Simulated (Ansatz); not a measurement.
`F[SiH]1C[NH][GeH2]1` and `C1[NH][GeH2][SiH2]1` differ in one atom or group.

Ansatz, PBE0-D4/def2-TZVP geometries, multiplicity 1. 

Scalar relativity is left out up to krypton.

```tsv
property	`F[SiH]1C[NH][GeH2]1`
HOMO–LUMO gap (PBE0/def2-TZVPP) / eV	6.49
LUMO energy (ωB97M-V/def2-TZVPP) / eV	1.42
HOMO energy (B3LYP/def2-TZVPP) / eV	-6.53
HOMO–LUMO gap (PBE/def2-TZVPP) / eV	4.32
HOMO energy (PBE/def2-TZVPP) / eV	-5.42
HOMO–LUMO gap (B3LYP/def2-TZVPP) / eV	6.03
```

Give the same properties after the change, and the shifts. (An estimate is asked.)

Computed: 
```tsv
property	`C1[NH][GeH2][SiH2]1`	shift
HOMO–LUMO gap (PBE0/def2-TZVPP) / eV	6.38	-0.11
LUMO energy (ωB97M-V/def2-TZVPP) / eV	1.49	0.07
HOMO energy (B3LYP/def2-TZVPP) / eV	-6.32	0.21
HOMO–LUMO gap (PBE/def2-TZVPP) / eV	4.20	-0.12
HOMO energy (PBE/def2-TZVPP) / eV	-5.21	0.21
HOMO–LUMO gap (B3LYP/def2-TZVPP) / eV	5.91	-0.12
```

With PBE0 the HOMO rises by 0.21 eV and the LUMO rises by 0.10 eV, so the gap narrows by about 0.11 eV. PBE moves the HOMO by 0.21 eV and ωB97M-V by 0.21 eV.

B3LYP here is the variant with VWN-RPA as its local correlation; programs differ in this.
